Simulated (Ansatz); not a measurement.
Molecule: sum formula SiBrF, charge -1, multiplicity 2. 
Geometry from a B3LYP-D3(BJ)/def2-TZVP (Ansatz, a quantum-chemistry and plane-wave program) optimisation:
```
Si
F 1 1.6783
Br 1 2.5083 2 97.89
```
Charge -1, spin multiplicity 2.

Basis-set convergence of Hartree-Fock and CCSD(T) correlation energies (hartree) with Ansatz. Valence correlation only, unless marked. UHF or UKS for open shells. Spin-orbit coupling is left out. The frozen core is the preceding noble-gas configuration, with the filled d and f shells of earlier blocks. Non-relativistic. This anion needs diffuse functions, which these sets lack.

```
basis       functions        E(HF)  E(corr, CCSD(T))
----------  ---------  -----------  ----------------
def2-SVP           64  -2960.38664          -0.40683
def2-TZVPP        121          [?]               [?]
```

**Question.** Fill in the missing entries.

**Answer.** 
- def2-TZVPP, E(HF): -2960.94357
- def2-TZVPP, E(corr, CCSD(T)): -0.55315
